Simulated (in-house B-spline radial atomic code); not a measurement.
A radial electron density 4πr²n(r) was computed for an atom or ion in its tabulated ground configuration with an all-electron radial atomic-structure program (B-spline basis); method: Dirac-Hartree-Fock, average of configuration. Columns: r (bohr), 4πr²n(r) (electrons per bohr), bar.

```
 0.00145    1.769 #
 0.00176    2.489 ##
 0.00213    3.464 ##
 0.00257    4.765 ###
 0.00311    6.534 ####
 0.00376     8.86 ######
 0.00455    11.89 ########
  0.0055    15.71 ##########
 0.00665    20.42 #############
 0.00804    25.99 #################
 0.00973    32.32 #####################
  0.0118    39.09 ##########################
  0.0142    45.35 ##############################
  0.0172    50.76 #################################
  0.0208    54.15 ####################################
  0.0252     54.9 ####################################
  0.0304    53.03 ###################################
  0.0368    49.54 #################################
  0.0445    46.65 ###############################
  0.0538    46.83 ###############################
  0.0651     51.5 ##################################
  0.0787    59.34 #######################################
  0.0951    66.11 ###########################################
   0.115    66.88 ############################################
   0.139    59.83 #######################################
   0.168    49.12 ################################
   0.203    42.45 ############################
   0.246    44.19 #############################
   0.298    50.03 #################################
    0.36    50.45 #################################
   0.435    41.03 ###########################
   0.526    26.24 #################
   0.636    14.13 #########
   0.769    8.019 #####
   0.931    5.452 ####
    1.13    3.383 ##
    1.36     1.53 #
    1.65   0.4128 
    1.99  0.06625 
    2.41 0.005229 
    2.91 0.0001969 
    3.52 2.811e-06
```

Problem. Which atom or ion is it?
A. Tc11+
B. Ru12+
C. Tc12+
D. Mo12+

Solution. C. The area under the curve, ∫4πr²n dr = ∫r·4πr²n d(ln r) on this logarithmic grid, is 31 electrons, which only this option has. The configuration is [Ar] 3d10 4s2 4p1.
